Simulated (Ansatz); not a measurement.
## Four-centre ligand exchange

Start structure (Si2NH9S, closed shell), relaxed at PBE0-D4/def2-TZVP:

```csv
atom,x (Å),y (Å),z (Å)
Si1,-0.1543,0.2280,0.2228
S2,1.3029,-1.1805,-0.4826
H3,-0.2229,1.4374,-0.6356
H4,-1.5047,-0.3775,0.3411
Si5,0.5416,0.8884,2.3629
H6,-1.1250,-1.6661,-2.5613
N7,-0.9444,-0.6721,-2.4905
H8,2.0755,-1.1356,0.6165
H9,-0.4002,1.8745,2.9634
H10,1.8934,1.5124,2.3031
H11,0.6244,-0.2896,3.2716
H12,-0.2773,-0.4317,-3.2135
H13,-1.8090,-0.1879,-2.6979
```

The step: Si₂H₆S ([SiH3][SiH2][SH]) + NH₃ → Si₂NH₇ ([NH2][SiH2][SiH3]) + H₂S; bonds formed: Si1–N7, S2–H6; bonds broken: Si1–S2, H6–N7. Computed with Ansatz 0.2.0 (basis: def2-TZVPP and def2-QZVPP); correlated methods freeze the cores. Extrapolation: Hartree–Fock as exp(−7.88 √X), correlation as X^−2.97. Energies below are by CCSD(T) at an estimated basis limit (MP2 extrapolated from triple and quadruple zeta, plus CCSD(T) − MP2 in triple zeta).

Q: What are the electronic barrier and the energy of the step, from the start structure to the end structure? (Judge from chemistry; the value comes from the calculation.)

A: By the calculation: Barrier 91.5 kJ/mol; step energy 19.9 kJ/mol (uphill); reverse barrier, their difference, 71.5 kJ/mol. Barrier and step energy count from the start structure, the reverse barrier from the end structure.

The saddle point: One imaginary mode of 120i cm⁻¹.
```json
{"pair": "Si1–N7", "start (Å)": "2.97", "saddle (Å)": "1.88", "end (Å)": "1.74"}
{"pair": "S2–H6", "start (Å)": "3.23", "saddle (Å)": "1.99", "end (Å)": "1.35"}
{"pair": "Si1–S2", "start (Å)": "2.15", "saddle (Å)": "2.86", "end (Å)": "4.41"}
{"pair": "H6–N7", "start (Å)": "1.01", "saddle (Å)": "1.08", "end (Å)": "2.21"}
```

Zero-point energy (harmonic, PBE0-D4): ZPE is 231.0 kJ/mol at the start and 232.4 kJ/mol at the saddle, so the barrier goes from 91.5 to 92.9 kJ/mol.

The T1 diagnostic stays at or below 0.013.

Labels in which every atom is bracketed show which atoms are joined, not bond orders.

For scale, one of the runs: CCSD(T)/def2-TZVPP, 283 basis functions, launched by `ansatz run in.yaml --threads 8 --pin off --events-out ev --progress --plain --max-ram 19148MiB`. The run took 31 s on 8 CPU threads of an Intel Xeon 6975P-C (shared host), with 8.4 GiB of host memory at its peak.
